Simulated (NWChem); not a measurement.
Program: NWChem. System: H6ClNOSi2, charge 0, spin multiplicity 1, at a geometry optimised with PBE/def2-SVP. The structure started from a generated list of species. Level: RHF/def2-SVP.

The NWChem input:

```
start mol
memory heap 200 mb stack 800 mb global 1000 mb
geometry units angstroms nocenter noautoz noautosym
  N     -1.555170     1.078231    -0.692071
  Si    -0.332489     0.188933     0.162273
  O     -0.647817     0.234862     1.806073
  Si     1.913894     0.836395    -0.040182
  Cl    -0.488706    -1.748505    -0.635061
  H     -1.609030     2.094663    -0.582722
  H     -1.799516     0.795098    -1.644073
  H     -1.590162     0.096375     2.021416
  H      2.104204     2.258958     0.420166
  H      2.310854     0.757720    -1.490645
  H      2.820721    -0.059338     0.758525
end
basis spherical
  * library def2-svp
end
scf
  rhf
  nopen 0
  maxiter 100
  thresh 1e-7
  semidirect memsize 60000000 filesize 0
end
task scf energy
```

Output (cleaned and shortened):

```
             Northwest Computational Chemistry Package (NWChem) 7.3.0
             --------------------------------------------------------

                                NWChem Input Module
                                -------------------

 Scaling coordinates for geometry "geometry" by  1.889725989
 (inverse scale =  0.529177249)

                             Geometry "geometry" -> ""
                             -------------------------

 Output coordinates in angstroms (scale by  1.889725989 to convert to a.u.)

  No.       Tag          Charge          X              Y              Z
 ---- ---------------- ---------- -------------- -------------- --------------
    1 N                    7.0000    -1.55517000     1.07823100    -0.69207100
    2 Si                  14.0000    -0.33248900     0.18893300     0.16227300
    3 O                    8.0000    -0.64781700     0.23486200     1.80607300
    4 Si                  14.0000     1.91389400     0.83639500    -0.04018200
    5 Cl                  17.0000    -0.48870600    -1.74850500    -0.63506100
    6 H                    1.0000    -1.60903000     2.09466300    -0.58272200
    7 H                    1.0000    -1.79951600     0.79509800    -1.64407300
    8 H                    1.0000    -1.59016200     0.09637500     2.02141600
    9 H                    1.0000     2.10420400     2.25895800     0.42016600
   10 H                    1.0000     2.31085400     0.75772000    -1.49064500
   11 H                    1.0000     2.82072100    -0.05933800     0.75852500

 Effective nuclear repulsion energy (a.u.)     366.5930296386

            Nuclear Dipole moment (a.u.)
            ----------------------------
        X                 Y               Z
 ---------------- ---------------- ----------------
     0.0000245664    -0.0000075589    -0.0000170075


 Summary of "ao basis" -> "" (spherical)
 ------------------------------------------------------------------------------
       Tag                 Description            Shells   Functions and Types
 ---------------- ------------------------------  ------  ---------------------
[...]
 Vector   34  Occ=0.000000D+00  E= 1.345171D-01
              MO Center=  5.6D-01,  9.1D-01, -2.0D-01, r^2= 5.6D+00
   Bfn.  Coefficient  Atom+Function         Bfn.  Coefficient  Atom+Function
  ----- ------------  ---------------      ----- ------------  ---------------
    58     -0.830549   4 Si py                3      0.815763   1 N  s
   109     -0.818652  11 H  s                99      0.548407   9 H  s
    84     -0.439447   6 H  s                26     -0.396133   2 Si py
    89     -0.372835   7 H  s                57      0.344286   4 Si px
    59      0.309354   4 Si pz               25      0.229171   2 Si px

 Vector   35  Occ=0.000000D+00  E= 1.439165D-01
              MO Center=  7.4D-01,  5.5D-01,  3.3D-01, r^2= 5.5D+00
   Bfn.  Coefficient  Atom+Function         Bfn.  Coefficient  Atom+Function
  ----- ------------  ---------------      ----- ------------  ---------------
    59      0.958672   4 Si pz              104      0.851771  10 H  s
    35     -0.545972   3 O  s                27      0.492187   2 Si pz
    99     -0.480513   9 H  s                94      0.422070   8 H  s
   109     -0.350781  11 H  s                58      0.216433   4 Si py
    76      0.187759   5 Cl py               68      0.176887   5 Cl s

 Vector   36  Occ=0.000000D+00  E= 1.679288D-01
              MO Center= -6.9D-01,  7.8D-01,  4.4D-02, r^2= 7.7D+00
   Bfn.  Coefficient  Atom+Function         Bfn.  Coefficient  Atom+Function
  ----- ------------  ---------------      ----- ------------  ---------------
     3      0.969944   1 N  s                84     -0.749566   6 H  s
    18     -0.684158   2 Si s                94     -0.620566   8 H  s
    99     -0.603092   9 H  s                89     -0.544670   7 H  s
    35      0.483155   3 O  s                57     -0.416576   4 Si px
    50      0.396998   4 Si s                58      0.385802   4 Si py

 center of mass
 --------------
 x =  -0.04064665 y =  -0.11330165 z =  -0.00172866

 moments of inertia (a.u.)
 ------------------
         853.218277615519        -172.209020150566         -13.603723040132
        -172.209020150566         945.175106026698        -116.049735422650
         -13.603723040132        -116.049735422650        1198.831936602827

  Mulliken analysis of the total density
  --------------------------------------

    Atom       Charge   Shell Charges
 -----------   ------   -------------------------------------------------------
    1 N    7     7.57   1.99  0.94  0.52  2.40  1.70  0.01
    2 Si  14    13.01   2.00  1.99  0.93 -0.04  5.94  1.10  0.65  0.45
    3 O    8     8.56   1.99  1.05  0.70  2.84  1.96  0.01
    4 Si  14    13.64   2.00  1.99  0.97  0.22  5.94  1.27  1.07  0.18
    5 Cl  17    17.39   2.00  1.99  1.19  0.77  5.94  2.09  3.39  0.02
    6 H    1     0.84   0.69  0.10  0.05
    7 H    1     0.83   0.69  0.10  0.05
    8 H    1     0.77   0.65  0.06  0.07
    9 H    1     1.13   0.73  0.39  0.01
   10 H    1     1.13   0.73  0.39  0.01
   11 H    1     1.11   0.73  0.37  0.01

       Multipole analysis of the density wrt the origin
       ------------------------------------------------

     L   x y z        total         open         nuclear
     -   - - -        -----         ----         -------
     0   0 0 0     -0.000000      0.000000     66.000000

     1   1 0 0     -0.630236      0.000000      0.000025
     1   0 1 0      0.842492      0.000000     -0.000008
     1   0 0 1     -0.305710      0.000000     -0.000017

     2   2 0 0    -38.688941      0.000000    368.737274
     2   1 1 0     -1.967847      0.000000     87.438987
     2   1 0 1     -0.762190      0.000000      6.709553
     2   0 2 0    -39.851530      0.000000    291.242104
     2   0 1 1     -1.934459      0.000000     51.591938
     2   0 0 2    -39.757902      0.000000    167.118385

 Task  times  cpu:        4.2s     wall:        4.2s

 Total times  cpu:        4.2s     wall:        4.2s
```
